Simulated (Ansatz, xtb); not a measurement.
# HPSSeZn: which of two isomers lies lower

We compare a, `[ZnH][S]P=[Se]`, a singlet, with b, `P1[S][Zn][Se]1`, a singlet. Both are isolated molecules in the gas phase, relaxed with PBE-D3(BJ)/def2-SVP; the shapes shown needn't be the lowest conformers.

a (Å):

```xyz
5

P     0.5498    2.0954    0.1898
S     0.9678    0.2314   -0.7672
Se    0.5026    3.6218   -1.2388
Zn    0.8672   -0.8059    1.1978
H     0.8014   -1.5375    2.5448
```

b (Å):

```xyz
5

P     0.6866    0.2069    0.8382
S    -1.2510    0.9343    0.1478
Se    1.0123   -1.7845   -0.3731
Zn   -1.1974   -1.1338   -0.6737
H     0.2371   -0.4373    2.0524
```

Problem. Which of the two would you expect CCSD(T)/def2-SVP + ΔMP2/def2-TZVPP electronic energies to favour?

Solution. Structure b; the calculation gives E(b) − E(a) = −33.3 kJ/mol.

Level by level:

| level | geometry | E(b) − E(a) (kJ/mol) | departure from the last row (kJ/mol) | job, with rough time for the two |
| --- | --- | --- | --- | --- |
| PBE-D3(BJ)/def2-SVP | PBE-D3(BJ)/def2-SVP | −29.7 | +3.6 | optimisation, 33 s |
| HF/def2-SVP | PBE-D3(BJ)/def2-SVP | −56.8 | −23.5 | part of the CCSD(T) run |
| MP2/def2-SVP | PBE-D3(BJ)/def2-SVP | −29.2 | +4.1 | part of the CCSD(T) run |
| CCSD(T)/def2-SVP | PBE-D3(BJ)/def2-SVP | −32.4 | +0.9 | single point |
| CCSD(T)/def2-SVP + ΔMP2/def2-TZVPP | PBE-D3(BJ)/def2-SVP | −33.3 |  | single point, 42 s |

As drawn, b has 1 Se–Zn, 1 P–Se, 1 P–H in place of 1 P=Se, 1 Zn–H. Structure a has no ring, b a 4-membered ring.

The levels shown agree on the order. The largest departure from CCSD(T)/def2-SVP + ΔMP2/def2-TZVPP is that of HF/def2-SVP, 23.5 kJ/mol. Levels run at GFN2-xTB geometries aren't shown. The last row adds to CCSD(T) the change of the MP2 difference between the two basis sets, here −0.9 kJ/mol.

With harmonic frequencies from PBE-D3(BJ)/def2-SVP (ideal gas, rigid rotor, one conformer each, 298.15 K, 1 atm): on the last row, ΔE + ΔZPE = −26.7, ΔH = −28.4, ΔG = −21.7 kJ/mol.

The correlated steps freeze 24 core orbitals; the filled d shell of Se is correlated; the last core shell of Zn is correlated, in a basis made for valence electrons. Mirror images aren't counted in ΔG. Programs: Ansatz 0.2.0; the last row on 2 threads of Arm Neoverse V1 on a shared host.
